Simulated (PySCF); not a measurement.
# Telling isomers of C$_{4}$H$_{10}$NPSi$_{2}$ apart by NMR

Method: shieldings: GIAO PBE0/pcSseg-1, coordinates at the GFN2-xTB level, in PySCF 2.14.0 with density-fitted response routines (non-relativistic Hamiltonian, rapidly exchanging positions averaged, one computed conformer, no solvent model).

δ = σ(ref) − σ, references computed at the same level: 1H, 13C vs TMS. Splittings of carbon signals by F and P are missing where no couplings were computed. Where no couplings were computed, multiplicities follow the n + 1 count of equivalent neighbours, and m marks all less simple cases (inequivalent or close neighbours, rings, F or P nearby). Shifts are as computed. Against solution values, carbons near 30 ppm lie about +3 ppm off and those near 130 ppm about +5 ppm. Of 1211 compounds with measured shifts, 218 miss one by over three times the rms of a fit or turn the order of signals round; such compounds aren't used in these exercises.

(1) Tabulate the signals of `Cn1cpc([SiH3])c1[SiH3]`, `C=CC1=CP1N([SiH3])[SiH3]` and their relative energies.

(2) What is the quickest way to tell Cn1cpc([SiH3])c1[SiH3] from C=CC1=CP1N([SiH3])[SiH3]?

## Answers

(1) 
```tsv
SMILES	carbon types	δC	δH	E rel. (kcal/mol)
Cn1cpc([SiH3])c1[SiH3]	2×C 1×CH 1×CH3	167.2, 150.6, 140.6, 40.6	8.28 (m, 1H), 4.69 (m, 3H), 4.63 (s, 3H), 4.08 (s, 3H)	0.0
C=CC1=CP1N([SiH3])[SiH3]	1×C 2×CH 1×CH2	153.3, 138.8, 138.4, 133.2	8.71 (m, 1H), 7.57 (m, 1H), 6.41 (m, 1H), 6.35 (m, 1H), 4.58 (m, 6H)	26.9
```

Energies are electronic energies at PBE0/pcSseg-1 on these geometries, without zero-point or thermal terms, each for the one conformer computed, which needn't be the lowest.

(2) Both give the same number of carbon signals, but DEPT or the intensities differ. The first has a methyl carbon bonded to N (CH3) at 40.6 ppm, the second a terminal =CH2 carbon at 138.4 ppm. Their most deshielded carbons lie at 167.2 and 153.3 ppm. In the proton spectra the most deshielded non-exchanging signals are 8.28 (m, 1H) and 8.71 (m, 1H).
